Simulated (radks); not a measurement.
Neutral tantalum inside a hard spherical wall (all orbitals vanish at R), configuration held at [Xe] 4f14 5d3 6s2 and not refilled when levels cross. Method: scalar-relativistic Kohn-Sham, r2SCAN, spin-unpolarised, spherical densities, finite nucleus; meta-GGA in the generalised Kohn-Sham scheme; Fermi nuclear charge, rms radius 5.3507 fm; computed with a radial shooting solver on a logarithmic mesh with Libxc functionals. Eigenvalues in eV, with the zero of energy where the potential of the charges vanishes at infinity; a dash marks a level that is unbound or too diffuse for the functional's potential to be trusted. A positive occupied level is held by the wall or, in an anion where self-interaction has pushed it up, behind a barrier. The pressure on the wall is -dE/dV.

| R (bohr) | E (hartree) | kinetic (hartree) | e(5p) | e(4f) | e(6s) | e(5d) | e(6p, empty) | e(7s, empty) | pressure (GPa) |
|---|---|---|---|---|---|---|---|---|---|
| free | -15603.9397 | 17139.838 | -40.653 | -25.117 | -5.611 | -3.550 | -1.220 | - | 0 |
| 20 | -15603.9397 | 17139.838 | -40.653 | -25.117 | -5.611 | -3.550 | -1.220 | - | < 0.0001 |
| 10 | -15603.9392 | 17139.843 | -40.608 | -25.072 | -5.579 | -3.511 | -1.086 | 2.704 | 0.0147 |
| 6 | -15603.8797 | 17140.212 | -38.947 | -23.345 | -4.113 | -2.066 | 1.655 | 14.689 | 4.61 |
| 4 | -15603.2619 | 17142.758 | -32.681 | -16.459 | 4.883 | 4.198 | 15.301 | 53.935 | 129 |
| 3.5 | -15602.6137 | 17145.185 | -29.005 | -12.187 | 12.666 | 8.568 | 26.224 | 81.201 | 357 |
| 3 | -15601.1556 | 17150.612 | -22.928 | -4.991 | 28.279 | 16.461 | 46.887 | 128.95 | 1150 |
| 2.5 | -15597.3984 | 17164.386 | -11.013 | 8.654 | 63.009 | 32.643 | 89.696 | 220.48 | 4550 |
| 1.5 | -15541.2265 | 17345.860 | 110.66 | 109.65 | 409.03 | 188.32 | 471.59 | 938.15 | 182000 |
